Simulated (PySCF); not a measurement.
Spin-orbit coupling and the third ionisation energy along the noble gases

Two-component X2C-1e calculated with PySCF 2.14: MP2 on generalised Hartree-Fock spinors (GMP2), with spin-orbit coupling off and on (screened by Boettger's factors); no Breit or QED terms. Values in eV; the references (NIST) lie between the lowest levels. Elements whose determinants are no pure J levels are left out.

```
                               element                         configurations  spin-free  with spin-orbit  shift           reference
      Ne (x2c-QZVPPall-2c, 1s2 frozen)            [He] 2s2 2p4 → [He] 2s2 2p3     63.142           63.183  0.040              63.423
     Ar (x2c-QZVPPall-2c, [Ne] frozen)            [Ne] 3s2 3p4 → [Ne] 3s2 3p3     40.337           40.408  0.070  40.735 ± 0.012 (s)
     Kr (x2c-QZVPPall-2c, [Ne] frozen)  [Ar] 3d10 4s2 4p4 → [Ar] 3d10 4s2 4p3     35.337           35.590  0.253       35.838 ± 0.02
Xe (x2c-QZVPPall-2c, [Ar] 3d10 frozen)  [Kr] 4d10 5s2 5p4 → [Kr] 4d10 5s2 5p3     30.351           30.758  0.407    31.05 ± 0.04 (s)
```

The largest shift is at Xe, 0.407 eV, where spin-orbit coupling lowers the species with more electrons by more than the one with fewer (starting occupations 5p1/2^2 5p3/2^2 and 5p1/2^2 5p3/2^1).

What remains against the references is mostly the basis and correlation beyond MP2. References marked (s) are semi-empirical, (t) theoretical.
